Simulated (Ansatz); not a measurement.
Reaction (redistribution): `[F][Nb]([F])([F])([Cl])[Cl]` + `OBCCl` → `[F][Nb]([F])([Cl])([Cl])[Cl]` + `OBCF`

Gas-phase electronic energies from Ansatz, PBE0-D4/def2-TZVP geometries. CBS: MP2 limit from def2 TZ/QZ plus the TZ coupled-cluster correction, frozen cores. def2 core potentials past Kr. For Nb outer-core shells are correlated without core-valence functions, which leaves a few kJ/mol of doubt a bond. Each species was taken in one conformer, which may not be the lowest.

```
                       species  MP2/CBS(def2) energy (Eh)
 `[F][Nb]([F])([F])([Cl])[Cl]`                -1276.05183
                       `OBCCl`                 -600.19443
`[F][Nb]([F])([Cl])([Cl])[Cl]`                -1636.01494
                        `OBCF`                 -240.20496
```

(1) Work out ΔE.

Largest T1 diagnostic among the species: 0.021, so the coupled-cluster value is less sure than usual.

Results:

(1) ΔE = (-1636.01494) + (-240.20496) − (-1276.05183) − (-600.19443) = 0.02636 Eh = +0.72 eV. CCSD(T)/CBS gives +0.73 eV.

Leaving LDA and LC-ωPBE aside and taking each functional with its dispersion term where it has one, the values, not all of them listed here, spread over 0.12 eV, from BHLYP-D4 to ωB97X-V. LDA lies +0.03 eV from PBE without D4. At CCSD(T), def2-SVP lies −0.04 eV from the extrapolated value and def2-TZVPP −0.01 eV.
